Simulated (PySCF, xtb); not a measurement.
Cd(Br)(SeH) (BrCdHSe), SMILES [SeH][Cd][Br].

xtb 6.7.1 with GFN2-xTB at its own geometry gives an orbital gap of 2.98 eV and a dipole moment of 6.06 D.

Geometry optimised at r2SCAN-D4/def2-SVP. The def2 effective core potentials stand for the cores of Cd; spin–orbit coupling is left out. The values are those of a single conformer.

Question: What does PBE0/def2-TZVPD (PySCF) give? (Estimate from the structure and the level; the computed values follow.)

Answer: gap 5.31 eV (levels -7.28 and -1.97 eV), dipole 1.35 D.
